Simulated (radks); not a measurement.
Results of a calculation; reference values are marked as such.
Polarisability of the rubidium ion Rb7+, [Ar] 3d10 4s2, at imaginary frequency. Level of theory: scalar-relativistic Kohn-Sham, exchange-only LDA, spin-polarised, spherical densities, finite nucleus; Fermi nuclear charge, rms radius 4.2036 fm (a radial shooting solver on a logarithmic mesh with Libxc functionals). Response by self-consistent Sternheimer equations with the Hartree and adiabatic exchange-only LDA kernel, the relativistic mass of each level held fixed and spin-orbit coupling left out.

w (hartree)  alpha1(iw) (bohr^3)  alpha2(iw) (bohr^5)
0.00266                    2.078                2.007
0.0143                     2.078                2.007
0.0360                     2.075                2.006
0.0697                     2.067                2.004
0.118                      2.047                2.000
0.186                      2.001                1.988
0.280                      1.911                1.965
0.413                      1.750                1.918
0.605                      1.491                1.826
0.892                      1.143                1.653
1.35                      0.7719                1.356
2.12                      0.4675               0.9323
3.59                      0.2651               0.4947
6.94                      0.1350               0.1918
17.5                     0.04308              0.04544

Static values: alpha1 = 2.078 bohr^3 (0.3080 angstrom^3; uncoupled 3.381), alpha2 = 2.007 bohr^5, alpha3 = 3.595 bohr^7. C6 = 3.499, C8 = 22.32, triple-dipole C9 = 5.041 atomic units. One-pole (London) frequency 4 C6 / (3 alpha1^2) = 1.080 hartree, against 4.572 for minus the highest occupied eigenvalue.
